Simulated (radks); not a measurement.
The numbers below are computed, except where a source is named.
How relativity changes the ionisation of neutral tin ([Kr] 4d10 5s2 5p2) to Sn+ ([Kr] 4d10 5s2 5p1). Spin-unpolarised spherical Kohn-Sham, LDA (Slater exchange, Perdew-Wang correlation), point nucleus unless stated (finite: rms radius 4.6519 fm), a radial shooting solver on a logarithmic mesh with Libxc functionals. A level marked "c x" has the speed of light scaled by that factor and shares open shells by 2j + 1; other Dirac levels either fill j = l - 1/2 first or share by 2j + 1.

| level | E(Sn) (hartree) | E(Sn+) (hartree) | IE (eV) | HOMO | <r> HOMO (bohr) |
|---|---|---|---|---|---|
| non-rel. | -6019.93288 | -6019.67047 | 7.141 | 5p | 3.236 |
| scalar-rel. | -6171.86703 | -6171.60640 | 7.092 | 5p | 3.221 |
| scalar-rel., finite nucleus | -6171.70650 | -6171.44587 | 7.092 | 5p | 3.221 |
| Dirac, 2j+1 shares | -6173.66314 | -6173.40201 | 7.106 | 5p3/2 | 3.273 |
| Dirac, low j first | -6173.68569 | -6173.41654 | 7.324 | 5p1/2 | 3.139 |
| Dirac, 2j+1 shares, finite nucleus | -6173.50214 | -6173.24100 | 7.106 | 5p3/2 | 3.273 |
| Dirac, c x 0.85 | -6238.62820 | -6238.36740 | 7.097 | 5p3/2 | 3.290 |
| Dirac, c x 3 | -6036.03387 | -6035.77162 | 7.136 | 5p3/2 | 3.239 |
| Dirac, c x 100 | -6019.94727 | -6019.68486 | 7.141 | 5p3/2 | 3.236 |

NIST Atomic Spectra Database: 7.344 eV (measured). The relativistic part of the total energy of Sn is -153.6 hartree (Dirac, 2j+1 shares, finite nucleus), 2.6 % of the non-relativistic value. Spin polarisation and multiplet splitting of open shells are left out at every level.

Beside tabulated values, note that relativity, absent from the non-relativistic runs, is large for the heavy elements, and spin-unpolarised runs miss the spin-polarisation part of the exchange energy of open shells.
